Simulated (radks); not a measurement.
The mean radii <r> (bohr) of the occupied orbitals of an atom or ion are listed with their occupations. All-electron calculation, non-relativistic Kohn-Sham, TPSS, spin-polarised, spherical densities, point nucleus; meta-GGA in the generalised Kohn-Sham scheme. Program: a radial shooting solver on a logarithmic mesh with Libxc functionals.

orbital  occ.      <r>
1s up       1  0.02164
1s down     1  0.02164
2s up       1  0.09150
2s down     1  0.09150
2p up       3  0.07748
2p down     3  0.07748
3s up       1   0.2293
3s down     1   0.2292
3p up       3   0.2189
3p down     3   0.2188
3d up       5   0.1919
3d down     5   0.1919
4s up       1   0.4481

Name the element and its charge. Open shells, if any, are filled with parallel spins first.

Answer. Z = 70, ytterbium, charge +41: Yb41+ in [Ar] 3d10 4s1. The 1s radius gives Z: for a bare nucleus <r> = 1.5/Z, 0.02143 bohr for Z = 70, and screening makes it slightly larger (0.02164 here). The occupations add up to 29, and the charge is Z minus that.
